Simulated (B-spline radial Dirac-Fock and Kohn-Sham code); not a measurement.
**Electron momentum distribution of Ce⁴⁰⁺: Compton profiles**

System: cerium as Ce⁴⁰⁺, configuration 1s2 2s2 2p6 3s2 3p6.

Input of the calculation (task.json; shells as n, l, electrons):

```json
{"items": [{
  "Z": 58,
  "q": 40,
  "cfg": [[1, 0, 2], [2, 0, 2], [2, 1, 6], [3, 0, 2], [3, 1, 6]],
  "A": 140,
  "rrms": 4.8771,
  "do": ["scatter"],
  "s": [0.0, 0.05, 0.1, 0.15, 0.2, 0.25, 0.3, 0.35, 0.4, 0.45, 0.5, 0.6, 0.7, 0.8, 0.9, 1.0, 1.1, 1.2, 1.4, 1.6, 1.8, 2.0, 2.5, 3.0, 3.5, 4.0, 5.0, 6.0],
  "pz": [0, 0.1, 0.15, 0.22, 0.32, 0.46, 0.68, 1.0, 1.5, 2.1, 3.1, 4.6, 6.8, 9.9, 15.0, 21.0, 31.0, 46.0, 67.0, 99.0, 150.0],
  "hv_scatter": [2000, 5000, 10000, 17479.3, 20000, 100000, 200000, 500000]
}]}
```

Command: `python xray_run.py task.json out`

Calculated with a radial finite-basis atomic code, using the impulse approximation on configuration-average Dirac-Fock orbitals. pz is in atomic units of momentum; subshell profiles are per electron, for a selection of subshells; open shells are spread over both j values by their weights.

| pz | J total | J 2p1/2 | J 2p3/2 | J 3p1/2 | J 3p3/2 |
| --- | --- | --- | --- | --- | --- |
| 3.1 | 0.7316 | 0.0239 | 0.0253 | 0.0562 | 0.0577 |
| 4.6 | 0.6299 | 0.0237 | 0.0251 | 0.0499 | 0.0506 |
| 6.8 | 0.4639 | 0.0232 | 0.0244 | 0.0341 | 0.0333 |
| 9.9 | 0.2888 | 0.0215 | 0.0223 | 0.0132 | 0.0120 |
| 15 | 0.1656 | 0.0164 | 0.0164 | 0.00287 | 0.00298 |
| 21 | 0.09927 | 0.00986 | 0.00934 | 0.00250 | 0.00266 |
| 31 | 0.04160 | 0.00340 | 0.00290 | 0.00115 | 0.00105 |
| 46 | 0.01373 | 0.000662 | 0.000487 | 0.000222 | 0.000171 |
| 67 | 0.004065 | 9.41e-05 | 5.69e-05 | 2.95e-05 | 1.86e-05 |
| 99 | 0.0009395 | 1.02e-05 | 4.60e-06 | 3.01e-06 | 1.42e-06 |
| 150 | 0.0001655 | < 1e-6 | < 1e-6 | < 1e-6 | < 1e-6 |

Q: What is the peak value J(0), and which subshell contributes most to it?

A: J(0) = 0.8268. The 3p3/2 subshell gives the largest part, 29 %.

Mean momentum ⟨p⟩ by subshell (a.u.): 1s1/2 55.1, 2s1/2 19.9, 2p1/2 26.4, 2p3/2 24.6, 3s1/2 11.0, 3p1/2 13.0, 3p3/2 12.5.
